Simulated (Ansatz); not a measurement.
The same molecule with X = O, S, Se, Te. Ansatz, PBE0-D4/def2-TZVP geometries, multiplicity 1.

Elements past krypton have def2 core potentials. Scalar relativity is left out up to krypton.

| X | molecule | mean X–H bond length / Å | LUMO energy (ωB97M-V/def2-TZVPP) / eV | HOMO energy (ωB97M-V/def2-TZVPP) / eV | LUMO energy (B3LYP/def2-TZVPP) / eV |
| --- | --- | --- | --- | --- | --- |
| O | H₂O | 0.960 | 2.27 | -11.47 | 0.38 |
| S | H₂S | 1.341 | 2.43 | -9.74 | 0.30 |
| Te | H₂Te | 1.656 | 1.19 | -8.69 | -0.95 |

Problem. Give the row for X = Se, H₂Se. (Best estimate.)

Solution. Computed: 
```
 X  molecule  mean X–H bond length / Å  LUMO energy (ωB97M-V/def2-TZVPP) / eV  HOMO energy (ωB97M-V/def2-TZVPP) / eV  LUMO energy (B3LYP/def2-TZVPP) / eV
Se      H₂Se                     1.467                                   2.07                                  -9.32                                -0.19
```

From O to Te the mean X–H bond length rises at each step, by 0.696 Å in all; the LUMO energy (ωB97M-V/def2-TZVPP) isn't monotonic: highest at S, lowest at Te; the HOMO energy (ωB97M-V/def2-TZVPP) rises at each step, by 2.78 eV in all; the LUMO energy (B3LYP/def2-TZVPP) falls at each step, by 1.33 eV in all. Bonds lengthen as the atom grows down the group.

B3LYP here is the variant with VWN-RPA as its local correlation; programs differ in this.

Spin–orbit coupling is left out; it splits and shifts lone-pair levels of the heavy atoms by tenths of an eV.
